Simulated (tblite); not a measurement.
Species: C7H6O (charge +1 and doublet state).
Geometry (GFN2-xTB, Å), atoms numbered from 1 in this order:
```
atom  x, y, z in Å
C1     0.2990   -0.0918   -2.1900
C2     0.1690   -0.0320   -0.9922
C3     0.0556    0.0469    0.4109
C4    -1.1707   -0.2277    1.0404
C5    -2.3092   -0.5811    0.3614
C6    -3.3352   -0.8966   -0.2101
O7     1.0596    0.3725    1.1732
C8     2.3252    0.6639    0.6203
H9     0.3872   -0.1505   -3.2390
H10   -1.2146   -0.1549    2.1210
H11   -4.2303   -1.1702   -0.6960
H12    2.9783    0.8974    1.4598
H13    2.2682    1.5178   -0.0620
H14    2.7173   -0.1941    0.0656
```

Level: GFN2-xTB in tblite, geometry and Hessian alike; calculated harmonic values, unscaled, isolated species. This tight-binding method is rough: wavenumbers can miss measured ones by several per cent, in bad cases by 10 to 20. One conformer, not necessarily the lowest. Open shells enter through the occupations alone, without spin polarisation, and single modes of such species can be off by tens of per cent.

Harmonic wavenumbers (cm⁻¹): 51.2, 85.9, 93.5, 145.8, 205.1, 239.4, 259.6, 372.7, 383.0, 447.8, 567.3, 598.1, 636.0, 669.0, 695.1, 717.0, 784.4, 799.1, 1016.2, 1076.8, 1082.6, 1124.7, 1235.9, 1357.5, 1393.1, 1407.3, 1408.0, 1431.6, 2146.8, 2201.7, 2959.0, 2971.6, 3046.6, 3047.3, 3332.4, 3339.5.

A = 3858, B = 1406, C = 1037 MHz; mass 106.042 u (most abundant isotopes); point group Cs, symmetry number 1; spin multiplicity 2.

**Question.** Zero-point energy?

**Answer.** Half the sum of the wavenumbers: 21664 cm⁻¹ = 61.94 kcal/mol.

**Question.** Give the ideal-gas entropy at 298.15 K and 1 bar in the rigid-rotor, harmonic-oscillator model (classical rotation).

**Answer.** Translation 39.92, rotation 28.44, vibration 26.42, spin (R ln 2) 1.38: S = 96.2 cal/(mol K).

**Question.** And Cp and H(298.15 K) − H(0)?

**Answer.** Cp = 34.40 cal/(mol K), of which vibrations give 26.45 (their classical limit is 36 R = 71.5); H(298.15 K) − H(0) = 6.51 kcal/mol without the zero-point energy, 4.14 from vibrations.

**Question.** How do the functions run with temperature in this model?

**Answer.** 
```
 T (K)  S (cal/(mol K))  Cp (cal/(mol K))  H − H(0) (kcal/mol)  G − H(0) (kcal/mol)  ln q(vib)
    50             58.3              12.9                 0.49                -2.42       0.44
   100             68.9              18.0                 1.27                -5.62       1.55
373.15            104.4              39.5                 9.29               -29.68       8.04
   500            117.0              46.5                14.76               -43.75      10.87
   750            137.8              55.9                27.66               -75.70      16.01
  1000            154.8              62.1                42.47              -112.34      20.60
```

q(vib) and H(0) count from the zero-point level.

**Question.** Which modes carry the vibrational entropy at 298.15 K?

**Answer.** 51.2 cm⁻¹: 4.77; 85.9 cm⁻¹: 3.75; 93.5 cm⁻¹: 3.59; 145.8 cm⁻¹: 2.73; 205.1 cm⁻¹: 2.09; 239.4 cm⁻¹: 1.81 cal/(mol K); the other 30 give 7.70 together.

**Question.** What must be added to the electronic energy to get the Gibbs energy at 298.15 K and 1 bar?

**Answer.** ZPE + [H(298.15 K) − H(0)] − T·S = 61.94 + 6.51 − 28.67 = 39.78 kcal/mol.

Hindered rotation and anharmonicity are outside this model. Other conformers, if any are populated, would add a mixing term that is left out.
